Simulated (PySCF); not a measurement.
Ru⁺ (ruthenium, charge +1): UHF calculation

Configuration: [Kr] 4d6 5s1, high-spin 6D determinant (an excited configuration). All numbers are calculated (PySCF 2.14, a scalar-relativistic core potential, in aug-cc-pVTZ-PP with ECP28MDF (6s6p5d3f2g, 88 functions)).

```
Total energy                                                  : -93.572210 hartree
One-electron energy                                           : -158.6182 hartree
Hartree (Coulomb) energy                                      : 74.2891 hartree
Exchange energy                                               : -9.2431 hartree
⟨S²⟩                                                          : 8.7529
⟨L²⟩                                                          : 6.032
Sum of ⟨r⟩                                                    : 21.28 bohr
Sum of ⟨r²⟩                                                   : 38.56 bohr²
Traceless quadrupole moment −½Σ⟨3z² − r²⟩ along its main axis : 0.669 e·bohr²
```

| shell | electrons | mean orbital energy (eV) | spread (eV) | rms radius, mean of both spins (bohr) |
| --- | --- | --- | --- | --- |
| 4s α | 1 | -108.71 | 0 | 1.10 |
| 4s β | 1 | -101.47 | 0 | 1.10 |
| 4p α | 3 | -74.014 | 1.589 | 1.21 |
| 4p β | 3 | -65.074 | 1.295 | 1.21 |
| 4d α | 5 | -23.037 | 1.836 | 1.69 |
| 4d β | 1 | -18.875 | 0 | 1.69 |
| 5s α | 1 | -14.732 | 0 | 3.21 |

Energies and moments cover only the electrons outside the core potential.
